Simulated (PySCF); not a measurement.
Spectra and structures to be paired. Level of theory: TDDFT PBE0/def2-SVPD, vertical, gas phase, core orbitals frozen in the response (PySCF). Geometries: GFN2-xTB; one conformer of each isolated species. Triplets are in the Tamm–Dancoff approximation.

A. `N#CCC[C@H]([SiH3])C#N`
B. `FC(F)c1ccccn1`
C. `C#C[SiH2]O[SiH2]CCl`
D. `O=[P@@H]1CC[C@@H]([SiH3])C1`

Lowest singlet levels (six at most, fewer where fewer were computed) with oscillator strengths:

1. 168 nm (f 0.004); 161 nm (f 0.057); 159 nm (f 0.011); 158 nm (f 0.011); 155 nm (f 0.004); 152 nm (f 0.013); T1 6.29 eV
2. 189 nm (f 0.001); 185 nm (f 0.002); 184 nm (f 0.006); 180 nm (f 0.009); 169 nm (f 0.016); 168 nm (f 0.010); T1 6.37 eV
3. 210 nm (f 0.000); 198 nm (f 0.006); 193 nm (f 0.008); 191 nm (f 0.000); 185 nm (f 0.016); 179 nm (f 0.005); T1 4.92 eV
4. 250 nm (f 0.003); 239 nm (f 0.001); 219 nm (f 0.040); 196 nm (f 0.057); 172 nm (f 0.001); 168 nm (f 0.491); T1 4.19 eV

**Question.** Match each spectrum to its molecule.

**Answer.** 1 = A, 2 = D, 3 = C, 4 = B.
- A: S1 at 7.38 eV, HOMO→LUMO (48%), HOMO→LUMO+3 (26%); Löwdin shares by element: HOMO carbon 37% or more, nitrogen 28% or more, silicon 13% (atoms not listed hold the other 21%); LUMO silicon 25%, carbon 15% or more, hydrogen 7% or more (atoms not listed hold the other 52%); HOMO -9.01 and LUMO -0.30 eV.
- B: S1 at 4.96 eV, HOMO→LUMO (99%); Löwdin shares by element: HOMO nitrogen 57%, carbon 25% or more (atoms not listed hold the other 18%); LUMO carbon 55% or more, nitrogen 21% (atoms not listed hold the other 24%); HOMO -7.97 and LUMO -1.29 eV; point group Cs.
- C: S1 at 5.90 eV, HOMO-1→LUMO (70%), HOMO-2→LUMO (12%); Löwdin shares by element: HOMO chlorine 50%, carbon 20% or more, silicon 12% or more, oxygen 5%; LUMO carbon 43% or more, silicon 22% or more, oxygen 7% (atoms not listed hold the other 28%); HOMO -7.97 and LUMO -0.63 eV.
- D: S1 at 6.58 eV, HOMO→LUMO (63%), HOMO→LUMO+1 (28%); Löwdin shares by element: HOMO oxygen 58%, carbon 19% or more, phosphorus 14%; LUMO silicon 26%, hydrogen 14% or more, carbon 7% or more (atoms not listed hold the other 53%); HOMO -7.61 and LUMO 0.03 eV.
